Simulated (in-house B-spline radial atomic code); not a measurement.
**S2+: [Ne] 3s2 3p(1 up, 0 down) 4f(1 up, 0 down) (an excited or competing configuration)**

Level of theory: non-relativistic Hartree-Fock, spin-polarised, averaged over the determinants with the given up and down occupations, point nucleus; calculated with an all-electron radial atomic-structure program (B-spline basis).

Screening seen three ways: the hydrogenic charge with the same mean radius, Z_r = [3n² - l(l+1)]/(2<r>), the one with the same energy, Z_e = n√(-2ε), and Slater's rules. Values are occupation-weighted means over spin.

```csv
shell,electrons,ε (eV),<r> (bohr),Z_r,Z_e,Slater
1s,2,-2541.6,0.09713,15.44,13.67,15.70
2s,2,-281.6,0.4743,12.65,9.10,11.85
2p,6,-218.26,0.44,11.36,8.01,11.85
3s,2,-52.268,1.541,8.76,5.88,6.50
3p,1,-41.521,1.678,7.45,5.24,6.50
4f,1,-7.7366,5.861,3.07,3.02,3.00
```

The least bound orbital is 4f up at -7.737 eV, and it is also the most diffuse (<r> = 5.861 bohr).
